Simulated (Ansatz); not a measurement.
Frontier orbitals of C₂H₆AlCl (`[CH3][Al]([CH3])[Cl]`).

The species carries charge 0 and has multiplicity 1. The structure was optimised at the PBE0-D4/def2-TZVP level. Basis def2-TZVPP, Ansatz.

| functional | HOMO (eV) | LUMO (eV) | gap (eV) |
| --- | --- | --- | --- |
| LDA (SPW92) | -6.75 | -1.65 | 5.10 |
| PBE | -6.62 | -1.41 | 5.21 |
| revPBE | -6.57 | -1.28 | 5.29 |
| r2SCAN | -6.90 | -1.05 | 5.85 |
| PBE0 | -7.90 | -0.62 | 7.28 |
| r2SCAN0 | -8.09 | -0.42 | 7.67 |
| HSE06 (plane-wave form) | -7.50 | -0.99 | 6.51 |
| CAM-B3LYP | -9.27 | 0.30 | 9.57 |
| LC-ωPBE | -10.65 | 1.43 | 12.08 |
| ωB97M-V | -10.11 | 0.97 | 11.08 |

A quarter of exact exchange (PBE0) shifts PBE's HOMO by −1.28 eV and its LUMO by +0.78 eV; full exchange at long range (ωB97M-V) shifts them by −3.49 and +2.38 eV. The gap opens from 5.21 to 11.08 eV, since occupied levels lose self-interaction and empty ones feel all the electrons. A positive LUMO is unbound and depends on the basis.

LC-ωPBE has ω = 0.4 bohr⁻¹.
